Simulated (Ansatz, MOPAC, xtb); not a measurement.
Noncovalent pair: hydrogen isocyanide (SMILES [C-]#[NH+]) (first 3 atoms) with hydrogen isocyanide (SMILES [C-]#[NH+]); geometry from B3LYP-D3(BJ)/def2-TZVP, rigid monomers moved along the line of their centres of mass till H3···C4 is 3.70 Å.
(charge 0, multiplicity 1):
```xyz
6

C     -0.217     0.394    -1.131
N     -0.116     0.330     0.026
H     -0.028     0.275     1.036
C      0.291     0.074     4.713
N      0.391     0.012     5.865
H      0.478    -0.041     6.859
```

Monomers are frozen at their geometry in the pair; levels with a basis set take the counterpoise correction.

Cores are frozen in the correlated methods. CBS: X⁻³ extrapolation of the correlation energy, Hartree–Fock from the larger set. The state reached by PM7 isn't checked; PM7 holds dispersion and hydrogen-bond terms.

Codes used: Ansatz (Gaussian basis) for Hartree–Fock, density functionals and correlated methods; MOPAC for PM7 (differences of heats of formation); xtb for the GFN methods. Values without a source in brackets are computed.

Task: Predict the interaction energy from CCSD(T)/CBS(aug-cc-pVDZ, aug-cc-pVTZ).

Result: -2.4 kcal/mol

Task: What is the computed interaction energy (PM7)?

Result: -0.8 kcal/mol

Task: Give the interaction energy at the level GFN1-xTB.

Result: -0.4 kcal/mol

Ansatz is a quantum-chemistry and plane-wave program.
